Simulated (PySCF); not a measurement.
Si(AsH2)(F)(OH)2 (AsFH₄O₂Si), SMILES O[Si]([AsH2])(O)F.

Geometry: B3LYP-D3(BJ)/def2-SVP. This is a generated structure with no PubChem entry under its InChIKey; it may be hypothetical. The values are those of a single conformer.

Calculation: TDA-CAM-B3LYP/def2-SVPD run with PySCF.

Vertical excitations. The molecule is in vacuum.

```json
[
 {"state": "S1", "energy (eV)": "6.62", "λ (nm)": "187", "f": "0.075", "main pairs": "HOMO→LUMO 66 %, HOMO→LUMO+1 16 %"},
 {"state": "S2", "energy (eV)": "6.76", "λ (nm)": "183", "f": "0.040", "main pairs": "HOMO→LUMO+2 76 %, HOMO→LUMO 14 %"},
 {"state": "S3", "energy (eV)": "7.32", "λ (nm)": "169", "f": "0.208", "main pairs": "HOMO→LUMO+1 48 %, HOMO→LUMO+4 14 %, HOMO→LUMO+2 11 %"},
 {"state": "S4", "energy (eV)": "7.82", "λ (nm)": "159", "f": "0.111", "main pairs": "HOMO−1→LUMO 65 %, HOMO→LUMO+3 13 %"},
 {"state": "S5", "energy (eV)": "8.04", "λ (nm)": "154", "f": "0.052", "main pairs": "HOMO→LUMO+3 49 %, HOMO→LUMO+6 16 %, HOMO→LUMO+1 11 %"},
 {"state": "S6", "energy (eV)": "8.13", "λ (nm)": "152", "f": "0.008", "main pairs": "HOMO→LUMO+4 41 %, HOMO−1→LUMO+1 12 %, HOMO→LUMO 8 %, HOMO−1→LUMO 7 %"},
 {"state": "S7", "energy (eV)": "8.26", "λ (nm)": "150", "f": "0.007", "main pairs": "HOMO−1→LUMO+2 59 %, HOMO→LUMO+5 13 %"},
 {"state": "S8", "energy (eV)": "8.48", "λ (nm)": "146", "f": "0.203", "main pairs": "HOMO−1→LUMO+1 55 %, HOMO−1→LUMO 11 %"},
 {"state": "S9", "energy (eV)": "8.51", "λ (nm)": "146", "f": "0.017", "main pairs": "HOMO−2→LUMO 52 %, HOMO−2→LUMO+1 11 %, HOMO−3→LUMO 10 %"},
 {"state": "S10", "energy (eV)": "8.60", "λ (nm)": "144", "f": "0.013", "main pairs": "HOMO→LUMO+5 25 %, HOMO−3→LUMO 16 %, HOMO−2→LUMO+1 13 %, HOMO−4→LUMO 8 %"},
 {"state": "T1", "energy (eV)": "5.80", "λ (nm)": "214", "f": "0", "main pairs": "HOMO→LUMO+1 64 %, HOMO→LUMO+3 13 %"},
 {"state": "T2", "energy (eV)": "5.82", "λ (nm)": "213", "f": "0", "main pairs": "HOMO→LUMO+2 79 %"},
 {"state": "T3", "energy (eV)": "6.35", "λ (nm)": "195", "f": "0", "main pairs": "HOMO→LUMO 73 %, HOMO→LUMO+4 16 %"},
 {"state": "T4", "energy (eV)": "7.12", "λ (nm)": "174", "f": "0", "main pairs": "HOMO−1→LUMO+1 28 %, HOMO−1→LUMO+2 24 %, HOMO−1→LUMO 19 %"}
]
```
Triplets are in the Tamm–Dancoff approximation.
